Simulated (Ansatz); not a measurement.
Cost and result up the ladder for Al₃Sb₃ (6 atoms). Charge 0, multiplicity 1. Geometry: PBE0-D4/def2-SVP.

```xyz
6

Al   -1.642    1.229   -0.128
Al    2.426   -1.223   -0.840
Al   -1.708   -0.070    2.207
Sb   -0.452   -1.433   -0.291
Sb    1.026    0.668    0.919
Sb    0.349    0.830   -1.867
```

Ansatz on 4 threads of Arm Neoverse V1 on a shared host. Times are rough, and most runs start from the orbitals of an earlier one. No level here is sound enough to serve as a yardstick. Binding counts from free atoms at the same level (Al doublet, Sb quartet; other spins of the atoms weren't run), without zero-point energy or a counterpoise term.

In the def2 sets Sb takes a core potential; there is no spin–orbit coupling. Correlated methods freeze 27 core orbitals; core or outer-core shells of Sb are correlated, in sets that lack core-valence functions. The rows differ in basis, and correlated rows in double-zeta sets carry the largest basis error. Another isomer (singlet) lies 0.02 eV lower at PBE0-D4/def2-TZVP; other spin states weren't run for this one.

Run but left out: B2PLYP/def2-TZVP (restricted singlet, unstable in another Hartree–Fock run and untested here).

Correlated methods converge slowly with the basis, most of all in double-zeta sets.

```json
{"level": "PBE-D4/def2-TZVP (with forces)", "functions": "261", "wall time": "6 s", "binding energy per atom (eV)": "2.42", "remarks": "restricted SCF unstable in HF"}
{"level": "PBE0-D4/def2-TZVP", "functions": "261", "wall time": "13 s", "binding energy per atom (eV)": "2.30", "remarks": "restricted SCF unstable in HF"}
{"level": "r2SCAN-D4/def2-TZVP", "functions": "261", "wall time": "13 s", "binding energy per atom (eV)": "2.25", "remarks": "restricted SCF unstable in HF"}
{"level": "ωB97X-V/def2-TZVP", "functions": "261", "wall time": "25 s", "binding energy per atom (eV)": "2.22", "remarks": "restricted SCF unstable in HF"}
{"level": "CCSD(T)/def2-SVP", "functions": "132", "wall time": "27 s", "binding energy per atom (eV)": "1.79", "remarks": "restricted SCF unstable"}
```
